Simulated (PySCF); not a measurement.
## Gas-phase XPS of `C[C](C)(C)[GaH3-]`, computed

Species: C₄H₁₂Ga (charge -1).
Structure used (PBE0-D3(BJ)/def2-SVP), in Å, numbered top down from 1:
```
atom  x, y, z in Å
C1    -0.5921   -0.8135    1.2134
C2    -0.1325   -0.0517   -0.0227
C3    -0.1238   -0.9918   -1.2208
C4    -1.0919    1.1001   -0.2914
Ga5    1.7732    0.6916    0.2922
H6    -1.6176   -1.2335    1.0898
H7    -0.6100   -0.1638    2.1054
H8     0.0815   -1.6574    1.4420
H9     0.2063   -0.4749   -2.1384
H10   -1.1337   -1.4175   -1.4267
H11    0.5630   -1.8415   -1.0637
H12   -2.1345    0.7451   -0.4659
H13   -1.1246    1.8055    0.5569
H14   -0.7904    1.6791   -1.1814
H15    1.7244    1.6868    1.5771
H16    2.7691   -0.5619    0.5760
H17    2.2338    1.4993   -1.0417
```

Computed with delta-SCF UKS SCAN, pcX-2 on the ionised atom, pcseg-1 elsewhere, spin-free X2C (PySCF 2.14.0). Vertical ΔSCF values, vacuum level as zero.

List the computed XPS lines with their assignment.

| atom(s) | environment | level | binding energy (eV) | above the level's lowest (eV) | count |
| --- | --- | --- | --- | --- | --- |
| C1/C3/C4 | methyl carbon | C 1s | 286.09 | +1.25 | 3 |
| C2 | sp3 carbon without hydrogen | C 1s | 284.84 | 0.00 | 1 |

Lowest listed C 1s: C2, bonded to 3 C and Ga. Highest, 1.25 eV above it: C1/C3/C4, bonded to C and 3 H. Summing the Pauling electronegativity differences to the bonded atoms, each weighted by its formal bond order, gives -0.74 for the lowest site and -1.05 for the highest; the largest sum, -0.74, belongs to C2, 1.25 eV below the top. The smallest sum, -1.05, belongs to C1/C3/C4, 1.25 eV above the lowest.

Which photon energy gives electrons from C 1s of C1/C3/C4 a kinetic energy of 100 eV, and what is their de Broglie wavelength?

hν = 286.09 + 100 = 386.09 eV, recoil neglected; λ = 12.264 Å/√(E/eV) = 1.23 Å.

Atoms equivalent by their bonding share one computed value, that of the first of them. No level of gallium is listed. The species carries charge -1, so core ionisation leaves a neutral species. The basis sets have no added diffuse functions. Geometry: PBE0-D3(BJ)/def2-SVP; no solvent, vibrations or thermal averaging. The geometry's basis has no diffuse functions, a weakness for an anion.
